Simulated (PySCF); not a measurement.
## Electron correlation in N (nitrogen, neutral)

[He] 2s1 2p4, high-spin 4P determinant (an excited configuration). All numbers are calculated (PySCF 2.14, scalar relativity by spin-free X2C-1e, in dyall-acv3z). Frozen: 1s2; 5 electrons correlated; the 19 highest virtual orbitals of each spin left out.

```json
{"level": "CCSD", "correlation energy (mhartree)": "-115.26"}
{"level": "(T)", "correlation energy (mhartree)": "-5.14"}
{"level": "CCSD(T)", "correlation energy (mhartree)": "-120.40"}
```

Diagnostics: T1 = 0.027, D1 = 0.0701, largest double amplitude 0.154.

Is a single reference adequate?

Not fully. A double-excitation amplitude exceeds 0.15, a sign of near-degeneracy.
